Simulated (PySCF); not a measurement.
# `C[C@H]1O[C@H](F)C[C@@H]1Cl`, C5H8ClFO

Geometry:
```json
{"atom": "C1", "x (Å)": "1.530", "y (Å)": "-0.125", "z (Å)": "1.478"}
{"atom": "C2", "x (Å)": "0.195", "y (Å)": "-0.106", "z (Å)": "0.762"}
{"atom": "O3", "x (Å)": "-0.167", "y (Å)": "1.237", "z (Å)": "0.444"}
{"atom": "C4", "x (Å)": "-1.121", "y (Å)": "1.198", "z (Å)": "-0.539"}
{"atom": "F5", "x (Å)": "-2.380", "y (Å)": "1.076", "z (Å)": "0.032"}
{"atom": "C6", "x (Å)": "-0.855", "y (Å)": "-0.040", "z (Å)": "-1.413"}
{"atom": "C7", "x (Å)": "0.200", "y (Å)": "-0.808", "z (Å)": "-0.611"}
{"atom": "Cl8", "x (Å)": "-0.166", "y (Å)": "-2.537", "z (Å)": "-0.459"}
{"atom": "H9", "x (Å)": "2.287", "y (Å)": "0.362", "z (Å)": "0.868"}
{"atom": "H10", "x (Å)": "1.826", "y (Å)": "-1.152", "z (Å)": "1.673"}
{"atom": "H11", "x (Å)": "1.448", "y (Å)": "0.409", "z (Å)": "2.420"}
{"atom": "H12", "x (Å)": "-0.587", "y (Å)": "-0.552", "z (Å)": "1.394"}
{"atom": "H13", "x (Å)": "-1.133", "y (Å)": "2.155", "z (Å)": "-1.071"}
{"atom": "H14", "x (Å)": "-0.495", "y (Å)": "0.241", "z (Å)": "-2.400"}
{"atom": "H15", "x (Å)": "-1.776", "y (Å)": "-0.614", "z (Å)": "-1.518"}
{"atom": "H16", "x (Å)": "1.188", "y (Å)": "-0.736", "z (Å)": "-1.072"}
```

The calculation used TDDFT LC-wPBE/def2-SVPD circular dichroism and optical rotation, one conformer, gas phase (PySCF). Geometry: GFN2-xTB.

Q: Draw the ECD and absorption spectra from the lowest 16 states, each a Gaussian of half-width 0.2 eV at 1/e height.

A: 
| E (eV) | λ (nm) | Δε (L mol⁻¹ cm⁻¹) | ε (L mol⁻¹ cm⁻¹) |
| --- | --- | --- | --- |
| 7.12 | 174 | 0.00 | 0.0836 |
| 7.22 | 172 | -0.01 | 0.853 |
| 7.32 | 169 | -0.03 | 5.45 |
| 7.42 | 167 | -0.10 | 21.9 |
| 7.52 | 165 | -0.20 | 56 |
| 7.62 | 163 | -0.22 | 90.8 |
| 7.72 | 161 | -0.13 | 93.5 |
| 7.82 | 159 | -0.03 | 60.9 |
| 7.92 | 157 | +0.01 | 24.8 |
| 8.02 | 155 | 0.00 | 6.3 |
| 8.12 | 153 | 0.00 | 0.989 |
| 8.22 | 151 | 0.00 | 0.105 |
| 8.32 | 149 | -0.01 | 0.202 |
| 8.42 | 147 | -0.10 | 2.55 |
| 8.52 | 146 | -0.82 | 20.4 |
| 8.62 | 144 | -3.87 | 104 |
| 8.72 | 142 | -11.11 | 359 |
| 8.82 | 141 | -19.30 | 970 |
| 8.92 | 139 | -20.39 | 2210 |
| 9.02 | 137 | -13.49 | 3980 |
| 9.12 | 136 | -5.79 | 5050 |
| 9.22 | 134 | +1.94 | 4590 |
| 9.32 | 133 | +15.42 | 4080 |
| 9.42 | 132 | +31.06 | 5190 |
| 9.52 | 130 | +32.22 | 7010 |
| 9.62 | 129 | +11.94 | 7950 |
| 9.72 | 128 | -16.40 | 8290 |
| 9.82 | 126 | -40.35 | 8750 |
| 9.92 | 125 | -59.15 | 9480 |
| 10.02 | 124 | -68.31 | 10400 |
| 10.12 | 123 | -58.18 | 9960 |
| 10.22 | 121 | -39.37 | 7260 |

Δε uses R in velocity form, ε uses f in length form. Only the states computed contribute, so the short-wavelength end is incomplete.
